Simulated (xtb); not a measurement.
Input file for xtb: GFN2-xTB on HCl (SMILES Cl).

```
$ xtb mol.xyz --gfn 2 --sp --chrg 0 --uhf 0
2

Cl     0.04391659    -0.22378811    -0.15161709
H     -0.36988407    -0.71966928     0.96291862
```

Output:

```
[...]
           -------------------------------------------------
          |                Calculation Setup                |
           -------------------------------------------------



           -------------------------------------------------
          |                 G F N 2 - x T B                 |
           -------------------------------------------------

        Reference                      10.1021/acs.jctc.8b01176
      * Hamiltonian:
        H0-scaling (s, p, d)           1.850000    2.230000    2.230000
        zeta-weighting                 0.500000
      * Dispersion:
        s8                             2.700000
        a1                             0.520000
        a2                             5.000000
        s9                             5.000000
      * Repulsion:
        kExp                           1.500000    1.000000
        rExp                           1.000000
      * Coulomb:
        alpha                          2.000000
        third order                    shell-resolved
        anisotropic                    true
        a3                             3.000000
        a5                             4.000000
        cn-shift                       1.200000
        cn-exp                         4.000000
        max-rad                        5.000000


          ...................................................
          :                      SETUP                      :
          :.................................................:
          :  # basis functions                  11          :
          :  # atomic orbitals                  10          :
          :  # shells                            4          :
          :  # electrons                         8          :
          :  max. iterations                   250          :
          :  Hamiltonian                  GFN2-xTB          :
          :  restarted?                      false          :
          :  GBSA solvation                  false          :
          :  PC potential                    false          :
          :  electronic temp.          300.0000000     K    :
          :  accuracy                    1.0000000          :
          :  -> integral cutoff          0.2500000E+02      :
          :  -> integral neglect         0.1000000E-07      :
          :  -> SCF convergence          0.1000000E-05 Eh   :
          :  -> wf. convergence          0.1000000E-03 e    :
          :  Broyden damping             0.4000000          :
          :  net charge                          0          :
          :  unpaired electrons                  0          :
          ...................................................

 iter      E             dE          RMSdq      gap      omega  full diag
   1     -5.0563701 -0.505637E+01  0.347E+00    9.05       0.0  T
   2     -5.0580624 -0.169232E-02  0.214E+00    8.89       1.0  T
   3     -5.0587277 -0.665230E-03  0.863E-01    8.80       1.0  T
   4     -5.0590108 -0.283161E-03  0.431E-01    8.88       1.0  T
   5     -5.0592872 -0.276311E-03  0.333E-02    9.06       2.1  T
   6     -5.0592877 -0.582065E-06  0.167E-02    9.06       4.2  T
   7     -5.0592878 -0.566815E-07  0.142E-03    9.06      49.9  T
   8     -5.0592878 -0.105918E-08  0.156E-04    9.06     452.0  T
   9     -5.0592878 -0.479350E-11  0.866E-06    9.06    8163.8  T

   *** convergence criteria satisfied after 9 iterations ***

         #    Occupation            Energy/Eh            Energy/eV
      -------------------------------------------------------------
         1        2.0000           -1.0635228             -28.9399
         2        2.0000           -0.5315965             -14.4655
         3        2.0000           -0.4406151             -11.9897
         4        2.0000           -0.4406151             -11.9897 (HOMO)
         5                         -0.1077489              -2.9320 (LUMO)
         6                          0.0119144               0.3242
         7                          0.0119144               0.3242
         8                          0.0180863               0.4922
         9                          0.0180863               0.4922
        10                          0.1955203               5.3204
      -------------------------------------------------------------
                  HL-Gap            0.3328662 Eh            9.0577 eV
             Fermi-level           -0.2741820 Eh           -7.4609 eV

 SCC (total)                   0 d,  0 h,  0 min,  0.002 sec
 SCC setup                      ...        0 min,  0.000 sec (  5.897%)
 Dispersion                     ...        0 min,  0.000 sec (  1.328%)
 classical contributions        ...        0 min,  0.000 sec (  0.781%)
 integral evaluation            ...        0 min,  0.000 sec ( 12.734%)
 iterations                     ...        0 min,  0.001 sec ( 62.467%)
 molecular gradient             ...        0 min,  0.000 sec (  9.532%)
 printout                       ...        0 min,  0.000 sec (  6.713%)

         :::::::::::::::::::::::::::::::::::::::::::::::::::::
         ::                     SUMMARY                     ::
         :::::::::::::::::::::::::::::::::::::::::::::::::::::
         :: total energy              -5.052762939389 Eh    ::
         :: gradient norm              0.006729042580 Eh/a0 ::
         :: HOMO-LUMO gap              9.057749830288 eV    ::
         ::.................................................::
         :: SCC energy                -5.059287791257 Eh    ::
         :: -> isotropic ES            0.011701948965 Eh    ::
         :: -> anisotropic ES         -0.003367927557 Eh    ::
         :: -> anisotropic XC         -0.004952351115 Eh    ::
         :: -> dispersion             -0.000100784667 Eh    ::
         :: repulsion energy           0.006524851868 Eh    ::
         :: add. restraining           0.000000000000 Eh    ::
         :: total charge               0.000000000000 e     ::
         :::::::::::::::::::::::::::::::::::::::::::::::::::::

           -------------------------------------------------
          |                Property Printout                |
           -------------------------------------------------

    * Orbital Energies and Occupations

         #    Occupation            Energy/Eh            Energy/eV
      -------------------------------------------------------------
         1        2.0000           -1.0635228             -28.9399
         2        2.0000           -0.5315965             -14.4655
         3        2.0000           -0.4406151             -11.9897
         4        2.0000           -0.4406151             -11.9897 (HOMO)
         5                         -0.1077489              -2.9320 (LUMO)
         6                          0.0119144               0.3242
         7                          0.0119144               0.3242
         8                          0.0180863               0.4922
         9                          0.0180863               0.4922
        10                          0.1955203               5.3204
      -------------------------------------------------------------
                  HL-Gap            0.3328662 Eh            9.0577 eV
             Fermi-level           -0.2741820 Eh           -7.4609 eV

     #   Z          covCN         q      C6AA      α(0)
     1  17 Cl       0.844    -0.328   109.635    16.018
     2   1 H        0.844     0.328     0.637     1.251

 Mol. C6AA /au·bohr⁶  :        126.976776
 Mol. C8AA /au·bohr⁸  :       4957.219062
 Mol. α(0) /au        :         17.269478


Wiberg/Mayer (AO) data.
largest (>0.10) Wiberg bond orders for each atom

 ---------------------------------------------------------------------------
     #   Z sym  total        # sym  WBO       # sym  WBO       # sym  WBO
Note: The following floating-point exceptions are signalling: IEEE_UNDERFLOW_FLAG IEEE_DENORMAL
normal termination of xtb
 ---------------------------------------------------------------------------
     1  17 Cl   0.892 --     2 H    0.892
     2   1 H    0.892 --     1 Cl   0.892
 ---------------------------------------------------------------------------

Topologies differ in total number of bonds
Writing topology from bond orders to xtbtopo.mol

molecular dipole:
                 x           y           z       tot (Debye)
 q only:       -0.256      -0.307       0.691
   full:       -0.131      -0.156       0.352       1.033
molecular quadrupole (traceless):
                xx          xy          yy          xz          yz          zz
 q only:       -0.645       0.485      -0.061      -0.614      -1.277       0.706
  q+dip:       -0.775       0.487      -0.390      -0.852      -1.296       1.165
   full:       -0.952       0.582      -0.533      -1.066      -1.553       1.485


           -------------------------------------------------
          | TOTAL ENERGY               -5.052762939389 Eh   |
          | GRADIENT NORM               0.006729042580 Eh/α |
          | HOMO-LUMO GAP               9.057749830288 eV   |
           -------------------------------------------------

------------------------------------------------------------------------
------------------------------------------------------------------------
 total:
 SCF:
```

The run finished.

Cost: roughly 0.05 core-seconds.
